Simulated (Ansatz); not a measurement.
The same path of CH4BFO (8 atoms, charge 0, multiplicity 1) was run 3 times with different band settings. The coordinate that changes most is the dihedral H5–O1–C2–H6.

Computed with RKS r2SCANh-D4/def2-SVP in Ansatz 0.2.0.

Relaxed end points:

```xyz
8
Properties=species:S:1:pos:R:3
O -1.242 0.750 -0.168
C 0.115 0.431 -0.014
B 0.367 -1.108 0.076
F -0.632 -1.964 0.004
H -1.327 1.706 -0.218
H 0.574 0.877 0.898
H 0.755 0.804 -0.846
H 1.484 -1.554 0.213
```

```xyz
8
Properties=species:S:1:pos:R:3
O -0.974 1.172 -0.327
C 0.271 0.579 -0.054
B 0.295 -0.976 0.055
F -0.863 -1.627 0.028
H -1.661 0.569 -0.023
H 0.727 0.966 0.888
H 0.996 0.886 -0.831
H 1.301 -1.626 0.209
```

Common settings: movable images 5; spring 5.0 eV/Å²; start path through a guess of the saddle point; force threshold 0.05 eV/Å; iteration limit 60; end points relaxed.

| run | climbing image | optimiser | largest step |
| --- | --- | --- | --- |
| 1 | yes | quadratic models (default) | default |
| 2 | yes | lbfgs | 0.5 Å |
| 3 | from the first iteration | lbfgs | default |

**Question.** What does each run give, and how far can it be trusted?

**Answer.** Run 1: converged after 10 iterations, highest image 0.076 eV above the first end. A vibrational analysis at the climbing image gives one clearly imaginary mode, 351i cm⁻¹: a first-order saddle point.
Run 2: converged after 41 iterations, highest image 0.073 eV above the first end. Another band between the same ends (5 images) ends at a top of the same energy, where a vibrational analysis finds 1 clearly imaginary mode.
Run 3: converged after 23 iterations, highest image 0.076 eV above the first end. Another band between the same ends (5 images) ends at a top of the same energy, where a vibrational analysis finds 1 clearly imaginary mode.
